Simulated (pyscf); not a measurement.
**`[CH3][CH]([CH3])[CH2][GeH3]`, singlet**

Gas-phase minimum from PySCF at ωB97X-D3(BJ)/def2-SVP, one conformer. 

```
C
H 1 1.1059
C 1 1.5314 2 107.74
H 3 1.1017 1 111.12 2 -62.97
H 3 1.1020 4 107.49 1 -122.87
H 3 1.1037 4 107.77 5 -115.71
C 1 1.5321 2 107.80 3 -119.60
H 7 1.1019 1 111.32 2 -60.66
H 7 1.1023 8 107.94 1 -122.48
H 7 1.1036 8 107.71 9 -116.09
C 1 1.5371 2 107.76 3 120.85
H 11 1.1030 1 109.90 2 62.66
H 11 1.1045 12 106.28 1 -118.92
Ge 11 1.9592 12 107.28 13 -115.66
H 14 1.5390 11 111.79 12 159.45
H 14 1.5396 15 108.18 5 172.27
H 14 1.5409 15 108.37 16 117.73
```

Properties at ωB97X-D3(BJ)/def2-SVP:

Harmonic wavenumbers, unscaled: 78, 124, 169, 239, 263, 309, 381, 420, 509, 551, 704, 805, 848, 865, 909, 919, 932, 976, 983, 1061, 1137, 1201, 1234, 1251, 1361, 1374, 1410, 1419, 1444, 1468, 1478, 1489, 1490, 2169, 2173, 2180, 3052, 3056, 3057, 3070, 3129, 3142, 3146, 3151, 3154 cm⁻¹
Zero-point energy: 91.9 kcal/mol
Rotational symmetry number: 1
Entropy of this conformer at 298 K and 1 atm, rigid rotor and harmonic oscillator, modes under 100 cm⁻¹ raised to 100: 363.8 J/(mol K)
Dipole moment: 0.82 D

Single-point totals, which compare only within one level:

```tsv
level	total energy (hartree)
ωB97X-D3(BJ)/def2-TZVP	-2236.76884
PBE/def2-TZVP	-2236.14578
r²SCAN/def2-TZVP	-2236.58881
B3LYP-D3(BJ)/def2-TZVP	-2236.78478
PBE0-D3(BJ)/def2-TZVP	-2236.25066
M06-2X/def2-TZVP	-2236.61358
ωB97M-D3(BJ)/def2-TZVP	-2236.76408
```

Soft torsions are taken as harmonic, which can shift the entropy by several J/(mol K). Elements up to Kr have no core potential and no relativistic terms here.
